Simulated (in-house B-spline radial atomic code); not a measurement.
Computed with a B-spline radial atomic code. Model: two electrons, singlet ground state, non-relativistic, full CI in B-splines with partial waves to l = 8 (at full coupling up to 3e-4 hartree above the limit, correlation up to 0.6 % small), density held at that of full coupling by Lieb maximisation.

W(λ) is the mean repulsion in the state of coupling λ less the Hartree energy of the fixed density. Its start is exact exchange, its initial slope is twice the second-order Görling-Levy correlation energy, and its area from 0 to 1 is E_xc. A straight curve means weak, dynamic correlation, and a curve that drops fast and flattens means strong correlation.

Command:
```bash
python run_ac.py task.json out
```
Settings (lengths in bohr, energies in hartree):
```
potential              yukawa
strength               8.4
lmax                   8
second                 3.08
```

Run time, properties included: 38 s on 1 thread of Intel(R) Xeon(R) Processor @ 2.30GHz (shared host).

**W = mean repulsion less Hartree energy, and W of three functionals.**

Given: confinement screened point charge; nuclear charge 8.4; screening of the nucleus 3.08 1/bohr; external potential -Z exp(-k r)/r.

Computed: PBE exchange minus exact 58.082 millihartree; SCAN exchange minus exact -18.888 millihartree.

| coupling | W xc (hartree) | W xc minus exchange (millihartree) | kinetic minus Kohn-Sham (millihartree) | LDA (PW92) W minus its exchange (millihartree) | PBE W minus its exchange (millihartree) | SCAN W minus its exchange (millihartree) |
| --- | --- | --- | --- | --- | --- | --- |
| 0 | -4.5152 | 0 | 0 | 0 | 0 | 0 |
| 0.02 | -4.5171 | -1.912 | 0 | -15.46 | -1.78 | -1.84 |
| 0.05 | ? | ? | ? | ? | ? | ? |
| 0.12 | -4.5266 | -11.412 | 0.7 | -66.68 | -10.79 | -10.87 |
| 0.25 | -4.5388 | -23.617 | 2.9 | -117.41 | -22.61 | -22.34 |
| 0.4 | -4.5527 | -37.501 | 7.4 | -166.5 | -36.27 | -35.26 |
| 0.6 | -4.5709 | -55.691 | 16.5 | -222.95 | -54.4 | -52.05 |
| 0.8 | -4.5887 | -73.522 | 29 | -272.67 | -72.38 | -68.39 |
| 1 | -4.6062 | -91.004 | 44.7 | -317.61 | -90.15 | -84.32 |
| 1.4 | ? | ? | ? | ? | ? | ? |
| 2 | -4.6887 | -173.52 | 167.8 | -498.9 | -175.23 | -158.7 |
| 3 | -4.7638 | -248.63 | 355.1 | -638.4 | -253.67 | -225.77 |
| 4.5 | -4.8646 | -349.4 | 731.3 | -804.76 | -359.75 | -315.53 |
| 7 | -5.0067 | -491.44 | 1542 | -1016.1 | -510.76 | -442.79 |
| 10 | -5.1443 | -629.13 | 2704.6 | -1206.7 | -659.48 | -568.24 |

**Question.** What belongs in the row 0.05?

**Answer.** W xc (hartree): -4.52; W xc minus exchange (millihartree): -4.773; kinetic minus Kohn-Sham (millihartree): 0.1; LDA (PW92) W minus its exchange (millihartree): -33.05; PBE W minus its exchange (millihartree): -4.47; SCAN W minus its exchange (millihartree): -4.57.

**Question.** What belongs in the row 1.4?

**Answer.** W xc (hartree): -4.6402; W xc minus exchange (millihartree): -124.96; kinetic minus Kohn-Sham (millihartree): 85.4; LDA (PW92) W minus its exchange (millihartree): -397.21; PBE W minus its exchange (millihartree): -124.97; SCAN W minus its exchange (millihartree): -115.07.

**Question.** What is the LDA exchange minus exact?

**Answer.** 625.79 millihartree.

**Energy parts, natural occupations and partial-wave weights.**

Computed: total energy -26.0298 hartree; exchange energy -4.5152 hartree; kinetic part of the DFT correlation energy 0.044733 hartree; initial slope twice GL2 -0.095666 hartree; kinetic part over minus potential part 0.49155; Hartree energy 9.0304 hartree; Kohn-Sham kinetic 54.934 hartree.

```json
{"natural": "s", "occupation of the shell (electrons)": "1.999"}
{"natural": "p", "occupation of the shell (electrons)": "0.00050092"}
{"natural": "s", "occupation of the shell (electrons)": "?"}
{"natural": "d", "occupation of the shell (electrons)": "2.7867e-05"}
{"natural": "p", "occupation of the shell (electrons)": "2.2391e-05"}
{"natural": "s", "occupation of the shell (electrons)": "1.1445e-05"}
```

**Question.** What belongs in the row s?

**Answer.** occupation of the shell (electrons): 0.00044776.

```tsv
wave	weight
s	0.99972
p	0.00026292
d	1.5892e-05
f	?
g	5.7074e-07
```

**Question.** What belongs in the row f?

**Answer.** weight: 2.3879e-06.

**Question.** What is the Lieb Oxford ratio E_xc over LDA exchange?

**Answer.** 1.1728.

**Question.** What is the correlation energy?

**Answer.** -0.046271 hartree.

Half-way to full coupling W has made 51 % of its drop, against 50 % for a straight line, and second-order (GL2) theory, half the initial slope, overshoots the correlation energy by about 3 %: correlation is weak here. Over couplings 0 to 1 the errors in E_xc come to about +487 millihartree for LDA, +59 millihartree for PBE, -16 millihartree for SCAN, so SCAN is nearest. In LDA and SCAN the errors of exchange and correlation have opposite signs, so the sum is smaller than the larger of the two.
